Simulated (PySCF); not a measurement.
**State search for RbNa**

Unrestricted PBE0; PySCF, spin-free X2C with a Gaussian nucleus, basis sets Rb x2c-TZVPall, Na x2c-TZVPall. Outer shells of the fragments: Rb 5s1; Na 3s1.

Followed along the bond (rough minima from three points):

```
2Ms+1  unpaired  ⟨S²⟩ at the start  R at minimum (Å)  Te (eV)
    1      none               0.00              3.68     0.00
    3  σ ↑, π ↑               2.00              3.65     1.31
    1  σ ↑, π ↓               1.00              3.83     1.61
    3      σ ↑↑               2.00  none in the scan   ≤ 0.57
```

Solutions found at the starting distance of 3.635 Å, counted from the lowest of them; the search is not exhaustive and high or unbound solutions are not listed, so other states can lie among these:

```json
{"2Ms+1": "1", "unpaired": "none", "term": "¹Σ⁺", "E (eV)": "0.00", "⟨S²⟩": "0.00", "⟨Lz²⟩": "0.00", "μ (D)": "-3.53"}
{"2Ms+1": "3", "unpaired": "σ ↑↑", "term": "³Σ⁺", "E (eV)": "0.79", "⟨S²⟩": "2.00", "⟨Lz²⟩": "0.00", "μ (D)": "0.25"}
{"2Ms+1": "3", "unpaired": "σ ↑, π ↑", "term": "³Π", "E (eV)": "1.31", "⟨S²⟩": "2.00", "⟨Lz²⟩": "1.01", "μ (D)": "-4.16"}
{"2Ms+1": "1", "unpaired": "σ ↑, π ↓", "term": "mixed", "E (eV)": "1.62", "⟨S²⟩": "1.00", "⟨Lz²⟩": "1.00", "μ (D)": "-3.05"}
{"2Ms+1": "3", "unpaired": "σ ↑, δ ↑", "term": "³Δ", "E (eV)": "2.54", "⟨S²⟩": "2.00", "⟨Lz²⟩": "4.00", "μ (D)": "3.78"}
{"2Ms+1": "1", "unpaired": "σ ↑, δ ↓", "term": "mixed", "E (eV)": "2.56", "⟨S²⟩": "1.00", "⟨Lz²⟩": "4.00", "μ (D)": "3.75"}
```

A term symbol is given only where ⟨S²⟩ and ⟨Lz²⟩ are close to those of a pure state; real π, δ and φ orbitals otherwise mix terms. A positive dipole means Rb(−)Na(+).

The measured ground state is X ¹Σ (Huber and Herzberg, Constants of Diatomic Molecules (1979)).

Counting both spins, an empty level lies below a filled one in some of these solutions, because spin and occupation are held.
